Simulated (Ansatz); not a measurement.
Gas-phase reaction in SMILES: [SiH3]N[SiH2]O[SiH3] → [SiH3]N[SiH]O[SiH3] + H atom (the H-Si bond at the site shown breaks; other sites are not compared here)
Geometries: B3LYP-D3(BJ)/def2-TZVP minima from Ansatz (a quantum-chemistry and plane-wave program), one conformer each, not searched for the lowest.

Wanted: bond dissociation energy (electronic energy difference), in eV. Valence correlation only, unless marked. UHF or UKS for open shells. Spin-orbit coupling is left out. No relativistic terms. Basis-set limits of correlation are two-point, X^-3; Hartree-Fock from the larger set.

```csv
level,program,bond dissociation energy (eV)
PBE-D4/def2-TZVPD,Ansatz + dftd4,3.97
revPBE-D3(BJ)/def2-TZVPD,Ansatz + dftd3,3.93
revPBE-D4/def2-TZVPD,Ansatz + dftd4,3.92
B97M-V/def2-TZVPD,Ansatz,4.24
PBE0-D4/def2-TZVPD,Ansatz + dftd4,4.06
BHLYP/def2-TZVPD,Ansatz,4.28
r2SCANh-D4/def2-TZVPD,Ansatz + dftd4,?
HSE06/def2-TZVPD,Ansatz,?
CAM-B3LYP-D4/def2-TZVPD,Ansatz + dftd4,4.25
LC-wPBE-D4/def2-TZVPD,Ansatz + dftd4,4.11
wB97M-V/def2-TZVPD,Ansatz,4.32
RPA@PBE/cc-pV(Q+d)Z,Ansatz,4.23
SCS-MP2/STO-3G,Ansatz,4.67
CCSD/cc-pV(T+d)Z,Ansatz,4.28
"CCSD(T)/CBS(cc-pV(T+d)Z,cc-pV(Q+d)Z)",Ansatz,?
```

**Question.** What belongs in the gaps?

**Answer.** 
- r2SCANh-D4/def2-TZVPD, bond dissociation energy (eV): 4.09
- HSE06/def2-TZVPD, bond dissociation energy (eV): 4.07
- CCSD(T)/CBS(cc-pV(T+d)Z,cc-pV(Q+d)Z), bond dissociation energy (eV): 4.33
